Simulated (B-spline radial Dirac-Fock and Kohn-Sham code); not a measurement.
# Subshell cross sections of Ru³⁺, photon energy 75.8 eV

System: Ru³⁺, [Kr] 4d4 5p1 (an excited configuration).

The run's input, task.json:

```json
{"items": [{
  "Z": 44,
  "q": 3,
  "cfg": [[1, 0, 2], [2, 0, 2], [2, 1, 6], [3, 0, 2], [3, 1, 6], [3, 2, 10], [4, 0, 2], [4, 1, 6], [4, 2, 4], [5, 1, 1]],
  "A": 102,
  "rrms": 4.4809,
  "do": ["binding", "quiet", "photo", "scan"],
  "hv": [21.22, 39.6, 40.81, 75.8, 126.0, 142.0, 288.0, 300, 400, 527.0, 600, 1980.0, 2984.4, 4000, 27200.0, 150000]
}]}
```

Command: `python xray_run.py task.json out`

The computed values come from a radial atomic solver: Dirac-Hartree-Slater photoionisation with all multipoles and Dirac-Fock thresholds. The asymmetry parameter β is from the dipole term alone. Kinetic energies are from the vacuum level. Open shells are spread statistically over j, without multiplet splitting.

The last column is dσ/dΩ = σ/(4π) · [1 − (β/2) P₂(cos θ)] at θ = 90° from the beam of unpolarised light.

| subshell | electrons | binding (eV) | kinetic (eV) | σ (kb) | β | dσ/dΩ (kb/sr) |
| --- | --- | --- | --- | --- | --- | --- |
| 4d3/2 | 1.6 | 48.44 | 27.36 | 238 | 1.91 | 27.9 |
| 4d5/2 | 2.4 | 48.01 | 27.79 | ? | ? | ? |
| 5p1/2 | 0.33 | 26.97 | 48.83 | 8.95 | -0.09 | 0.696 |
| 5p3/2 | 0.67 | 26.52 | 49.28 | 20.1 | -0.08 | 1.56 |

Q: What are σ and β for 4d5/2?

A: σ = 322 kb, the largest of all subshells and 55 % of the total, and β = 1.94, which gives dσ/dΩ = 38.1 kb/sr.

At such low photon energies correlation between channels can change these cross sections by tens of per cent.
